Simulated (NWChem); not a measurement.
# Basis-set convergence for iodine (I₂)

SMILES: II
```xyz
2

I      0.0000     0.0000     1.3412
I      0.0000     0.0000    -1.3412
```
Charge 0, spin multiplicity 1.

Program: NWChem. Structure: optimised with PBE0/def2-SVP with def2 effective core potentials on I, a minimum by its harmonic frequencies.

Quantity: LUMO energy at the level B3LYP.

Effective core potentials replace the inner electrons of I; spin-orbit coupling is left out. B3LYP has NWChem's definition, with VWN1-RPA local correlation.

### Question
In def2-QZVP the value is -3.90 eV. Among def2-SVP, def2-SVPD, def2-TZVP, def2-TZVPP, def2-TZVPD, which is the smallest basis within 0.1 eV of it?

### Answer
def2-SVP, with 52 functions against 164 (also within reach: def2-TZVP, def2-TZVPP, def2-TZVPD). def2-QZVP isn't the basis-set limit itself, and a small set can land close by cancellation.

```
basis       functions  LUMO energy (eV)
----------  ---------  ----------------
def2-SVP           52             -3.92
def2-SVPD          70             -4.08
def2-TZVP         100             -3.90
def2-TZVPP        100             -3.90
def2-TZVPD        118             -3.93
def2-QZVP         164             -3.90
```
